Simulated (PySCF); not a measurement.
# Radial density of Mg (magnesium, neutral)

BLYP, [Ne] 3s2, closed-shell 1S. Computed with PySCF 2.14 in aug-cc-pCVQZ-DK, with the spin-free X2C one-electron Hamiltonian (Gaussian nucleus).

```tsv
r (bohr)	4πr²ρ (e/bohr)
0.00224	0.07372
0.00377	0.1948
0.00633	0.5050
0.0107	1.262
0.0179	2.953
0.0301	6.172
0.0507	10.64
0.0853	13.35
0.143	10.62
0.241	7.431
0.406	10.37
0.683	9.255
1.15	2.827
1.93	0.7828
3.25	0.5890
5.46	0.1114
9.19	0.002545
```

Densities and radii are taken from the X2C orbitals without a picture-change correction, which distorts them close to the nucleus.
